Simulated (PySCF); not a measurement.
Cartesian coordinates in Å; atom numbers follow the order of the lines, from 1:
```xyz
20

C     1.564   -1.933    0.026
C     1.068   -0.940   -0.687
C     0.867    0.453   -0.174
C     1.605    1.465   -1.049
C    -0.653    0.749   -0.150
C    -0.898    2.109    0.298
N    -1.100    3.169    0.674
O    -1.291   -0.138    0.722
Si   -2.527   -1.152    0.447
H     1.868   -1.799    1.051
H     1.691   -2.920   -0.385
H     0.766   -1.096   -1.715
H     1.230    0.518    0.857
H     1.471    2.475   -0.669
H     2.668    1.234   -1.058
H     1.238    1.428   -2.074
H    -1.055    0.658   -1.171
H    -3.775   -0.418    0.221
H    -2.261   -1.964   -0.745
H    -2.482   -1.890    1.695
```

Non-relativistic, a single conformation, averaged over atoms made equivalent by symmetry, fast rotation or ring inversion, isolated molecule. σ from GIAO-PBE0/pcSseg-1; GFN2-xTB geometry; PySCF 2.14.

Question: Predict the 2D correlation tables (HSQC, COSY, HMBC).

Answer: 

HSQC (one-bond C–H):
```csv
δH,δC
5.74 (H12),148.5 (C2)
5.68 (H10),127.0 (C1)
5.58 (H11),127.0 (C1)
3.53 (H17),68.7 (C5)
2.46 (H13),52.5 (C3)
1.24 (H14/H15/H16),18.9 (C4)
```

COSY cross peaks (H two or three bonds apart, from the bond graph; peaks can be absent where the dihedral angle is near 90°):
```csv
δH,δH
5.74 (H12),5.68 (H10)
5.74 (H12),5.58 (H11)
5.74 (H12),2.46 (H13)
5.68 (H10),5.58 (H11)
3.53 (H17),2.46 (H13)
2.46 (H13),1.24 (H14/H15/H16)
```

HMBC (two and three bonds, from the bond graph):
```csv
δH,δC
5.74 (H12),"127.0 (C1), 68.7 (C5), 52.5 (C3), 18.9 (C4)"
5.68 (H10),"148.5 (C2), 52.5 (C3)"
5.58 (H11),"148.5 (C2), 52.5 (C3)"
4.83 (H18/H19/H20),68.7 (C5)
3.53 (H17),"148.5 (C2), 123.4 (C6), 52.5 (C3), 18.9 (C4)"
2.46 (H13),"148.5 (C2), 127.0 (C1), 123.4 (C6), 68.7 (C5), 18.9 (C4)"
1.24 (H14/H15/H16),"148.5 (C2), 68.7 (C5), 52.5 (C3)"
```

δ = σ(ref) − σ, references computed at the same level: ¹H (σ = 31.72 ppm), ¹³C (σ = 186.93 ppm) vs TMS.

Short H···H contacts in this conformer between protons four or more bonds apart (candidates for NOE cross peaks, intensity ∝ r⁻⁶): H10···H13 2.41 Å, H16···H17 2.58 Å, H12···H17 2.59 Å, H12···H16 2.59 Å.

Shifts are as computed. Against solution values, carbons near 30 ppm lie about +3 ppm off and those near 130 ppm about +5 ppm. Of 1211 compounds with measured shifts, 218 miss one by over three times the rms of a fit or turn the order of signals round; such compounds aren't used in these exercises.
